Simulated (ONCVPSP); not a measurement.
## An all-electron radial function and its pseudo partner (Ti (Z = 22))

Columns: radius, all-electron u(r) and pseudo u(r) of the 3p shell (level -38.78 eV) of titanium in the configuration [Ne] 3s2 3p6 3d2 4s2; PBEsol, scalar-relativistic, ONCV scheme, ONCVPSP 4.0.1.

```json
{"r (bohr)": "0.120", "all-electron": "-0.4612", "pseudo": "0.0502"}
{"r (bohr)": "0.240", "all-electron": "-0.4403", "pseudo": "0.1893"}
{"r (bohr)": "0.360", "all-electron": "-0.0347", "pseudo": "0.3872"}
{"r (bohr)": "0.480", "all-electron": "0.4064", "pseudo": "0.6027"}
{"r (bohr)": "0.600", "all-electron": "0.7395", "pseudo": "0.7952"}
{"r (bohr)": "0.720", "all-electron": "0.9384", "pseudo": "0.9346"}
{"r (bohr)": "0.840", "all-electron": "1.0229", "pseudo": "1.0068"}
{"r (bohr)": "0.960", "all-electron": "1.0252", "pseudo": "1.0143"}
{"r (bohr)": "1.080", "all-electron": "0.9750", "pseudo": "0.9708"}
{"r (bohr)": "1.200", "all-electron": "0.8954", "pseudo": "0.8945"}
{"r (bohr)": "1.320", "all-electron": "0.8024", "pseudo": "0.8023"}
{"r (bohr)": "1.440", "all-electron": "0.7063", "pseudo": "0.7062"}
{"r (bohr)": "1.560", "all-electron": "0.6135", "pseudo": "0.6134"}
{"r (bohr)": "1.680", "all-electron": "0.5275", "pseudo": "0.5274"}
{"r (bohr)": "1.800", "all-electron": "0.4500", "pseudo": "0.4500"}
{"r (bohr)": "1.920", "all-electron": "0.3816", "pseudo": "0.3816"}
{"r (bohr)": "2.040", "all-electron": "0.3220", "pseudo": "0.3220"}
{"r (bohr)": "2.160", "all-electron": "0.2708", "pseudo": "0.2707"}
{"r (bohr)": "2.280", "all-electron": "0.2270", "pseudo": "0.2270"}
{"r (bohr)": "2.400", "all-electron": "0.1898", "pseudo": "0.1898"}
{"r (bohr)": "2.520", "all-electron": "0.1584", "pseudo": "0.1584"}
{"r (bohr)": "2.640", "all-electron": "0.1320", "pseudo": "0.1320"}
{"r (bohr)": "2.760", "all-electron": "0.1098", "pseudo": "0.1098"}
{"r (bohr)": "2.880", "all-electron": "0.0913", "pseudo": "0.0912"}
{"r (bohr)": "3.000", "all-electron": "0.0757", "pseudo": "0.0757"}
{"r (bohr)": "3.120", "all-electron": "0.0628", "pseudo": "0.0628"}
```

How many radial nodes do the two functions have?

The all-electron 3p function has n − l − 1 = 1; the pseudo-wave has 0, since the states of the same l below it are removed with the core.

At about which radius was the pseudo-wave matched?

1.40 bohr, where the columns begin to agree (steps of 0.12 bohr).

Is the pseudo-wave norm-conserving?

Yes: the ONCV scheme keeps the norm inside the radius equal to the all-electron one, which fixes the energy derivative of the logarithmic derivative at the level.
